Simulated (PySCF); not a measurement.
Excitations are Tamm–Dancoff values on a coarser integration grid. The basis has no diffuse functions, so Rydberg states are missing or too high.

Z-matrix (Å, degrees):
```
Al
Si 1 2.4578
H 2 1.4904 1 112.99
H 2 1.4905 3 107.94 1 125.36
H 2 1.4939 3 107.22 4 115.14
Si 1 2.4589 2 121.47 3 -28.13
H 6 1.4899 1 113.81 2 -1.76
H 6 1.4921 7 107.71 1 122.93
H 6 1.4928 7 107.54 8 115.02
Si 1 2.4591 2 120.07 3 151.86
H 10 1.4905 1 112.97 2 23.47
H 10 1.4907 11 107.85 1 -125.02
H 10 1.4937 11 107.20 12 -115.08
```
Charge 0, spin multiplicity 1.

**Question.** Estimate the dipole moment, HOMO, S1 excitation (TDA), total energy and LUMO that PySCF with PBE-D3(BJ)/def2-TZVP // PBE0-D3(BJ)/def2-TZVP returns for this input.

**Answer.** 
The dipole moment is 0.017 e·Å, the HOMO is -6.31 eV and the S1 excitation (TDA) is 3.14 eV. The total energy is -1115.7266 Ha. The LUMO is -3.35 eV.
